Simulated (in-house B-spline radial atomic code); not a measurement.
PBE hybrid excitations of Hf4+

Method: PBE hybrid with 0.6 exact exchange. Computed with a B-spline radial code for spherical atoms: linear response of the closed shell [Xe] 4f14 with the functional's adiabatic kernel; scalar-relativistic (spin-free one-electron X2C), finite nucleus, no spin-orbit coupling, no double excitations, S, P, D and F terms only; shells from n = 3 respond. Only terms of natural parity with L up to 3 were computed.

Spin-orbit coupling is strong here, so these LS terms don't match observed levels.

Command:
```bash
python run_td.py task.json out
```
Settings (radii: box in bohr, nucleus in fm):
```
Z                        72
electrons                68
configuration            [Xe] 4f14
hamiltonian              x2c
method                   pbeh
box_radius               19.1
exact_exchange_fraction  0.6
rms_radius               5.347
intervals                71
```

Time taken, with all properties: 9.3 s on 1 thread of Arm Neoverse N1, with other jobs on the host.

The lowest states, in the order of their Tamm-Dancoff energies; the method's threshold (minus the highest occupied level) is 67.26 eV. Labels give the largest channel, * marks a mixed state, and oscillator strengths are full-response dipole values. Semilocal kernels can invert the small singlet-triplet splittings of Rydberg terms. Energies in eV:

```csv
state,full response,Tamm-Dancoff,oscillator strength
4f → 5d 3P,20.725,20.825,-
4f → 5d 3F,21.806,21.859,-
4f → 5d 1F,22.507,22.516,-
4f → 5d 1P,23.314,23.584,0.161
4f → 6s 3F,27.828,27.838,-
4f → 6s 1F,27.996,28.003,-
5p → 5d 3P,35.29,35.40,-
4f → 6p 3D,35.78,35.79,-
4f → 6p 1D,36.11,36.13,-
5p → 5d 3F,35.95,36.13,-
5p → 5d 1F,38.12,38.16,-
5p → 6s 3P,42.18,42.20,-
5p → 6s 1P,42.79,42.82,0.252
5p → 5d 1P*,43.62,44.52,4.58
4f → 6d 3P,46.03,46.04,-
4f → 6d 3F,?,?,-
4f → 6d 1F,46.38,46.38,-
4f → 7s 3F,?,?,-
4f → 7s 1F,46.99,46.99,-
4f → 5f 3S,47.13,47.15,-
4f → 6d 1P,46.98,47.43,1.02
4f → 5f 3D,47.48,47.49,-
```

(1) Where does 4f → 7s 3F lie?

(2) Where does 4f → 6d 3F lie?

(3) How large is the singlet-triplet splitting of 4f → 5d (F terms) in Tamm-Dancoff?

(4) What polarisabilities and dispersion coefficient does the method give?

Answers

(1) At 46.93 eV in full response, 46.94 eV in Tamm-Dancoff.

(2) At 46.25 eV in full response, 46.26 eV in Tamm-Dancoff.

(3) 0.656 eV, from the unrounded values.

(4) Dipole 3.18 bohr³, quadrupole 4.99 bohr⁵, C6 14.49 hartree·bohr⁶ for two such species.
